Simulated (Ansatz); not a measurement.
One change: `O=COC[SiH3]` becomes `O=COCO`.

Ansatz, PBE0-D4/def2-TZVP geometries, multiplicity 1. Each molecule was computed in one conformer, which needn't be the lowest.

```csv
property,`O=COC[SiH3]`
HOMO–LUMO gap (PBE0/def2-TZVPP) / eV,8.39
size of the dipole moment (ωB97M-V/def2-TZVPP) / D,1.79
LUMO energy (ωB97M-V/def2-TZVPP) / eV,2.04
HOMO–LUMO gap (ωB97M-V/def2-TZVPP) / eV,12.74
HOMO–LUMO gap (PBE/def2-TZVPP) / eV,5.57
LUMO energy (B3LYP/def2-TZVPP) / eV,-0.32
```

(1) Give the same properties after the change, and the shifts. (An estimate is asked.)

Answers

(1) The calculation gave: 
```csv
property,`O=COCO`,shift
HOMO–LUMO gap (PBE0/def2-TZVPP) / eV,8.22,-0.17
size of the dipole moment (ωB97M-V/def2-TZVPP) / D,1.39,-0.40
LUMO energy (ωB97M-V/def2-TZVPP) / eV,1.95,-0.09
HOMO–LUMO gap (ωB97M-V/def2-TZVPP) / eV,12.93,0.19
HOMO–LUMO gap (PBE/def2-TZVPP) / eV,5.38,-0.19
LUMO energy (B3LYP/def2-TZVPP) / eV,-0.65,-0.33
```

With PBE0 the HOMO falls by 0.14 eV and the LUMO falls by 0.32 eV, so the gap narrows by about 0.18 eV. PBE moves the HOMO by -0.12 eV and ωB97M-V by -0.26 eV. Dipoles are sizes alone; their direction can turn.

B3LYP here is the variant with VWN-RPA as its local correlation; programs differ in this.
